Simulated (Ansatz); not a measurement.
One change: `BS[SiH3]` becomes `CCBS[SiH3]`.

Ansatz, PBE0-D4/def2-TZVP geometries, multiplicity 1. Each molecule was computed in one conformer, which needn't be the lowest.

```
                                        property  `BS[SiH3]`
size of the dipole moment (B3LYP/def2-TZVPP) / D        0.97
              HOMO energy (PBE0/def2-TZVPP) / eV       -8.27
           HOMO energy (ωB97M-V/def2-TZVPP) / eV      -10.41
  zero-point energy (PBE0-D4/def2-TZVP) / kJ/mol       125.5
            HOMO–LUMO gap (PBE0/def2-TZVPP) / eV        6.69
             HOMO energy (B3LYP/def2-TZVPP) / eV       -8.02
```

(1) Give the same properties after the change, and the shifts. (Best estimate.)

## Answers

(1) The calculation gave: 
```tsv
property	`CCBS[SiH3]`	shift
size of the dipole moment (B3LYP/def2-TZVPP) / D	0.57	-0.40
HOMO energy (PBE0/def2-TZVPP) / eV	-7.94	0.33
HOMO energy (ωB97M-V/def2-TZVPP) / eV	-10.08	0.33
zero-point energy (PBE0-D4/def2-TZVP) / kJ/mol	276.2	150.7
HOMO–LUMO gap (PBE0/def2-TZVPP) / eV	6.81	0.12
HOMO energy (B3LYP/def2-TZVPP) / eV	-7.70	0.32
```

With PBE0 the HOMO rises by 0.33 eV and the LUMO rises by 0.46 eV, so the gap widens by about 0.13 eV. PBE moves the HOMO by 0.35 eV and ωB97M-V by 0.33 eV. The zero-point energy changes by 150.7 kJ/mol with +18 modes. Dipoles are sizes alone; their direction can turn.

B3LYP here is the variant with VWN-RPA as its local correlation; programs differ in this.
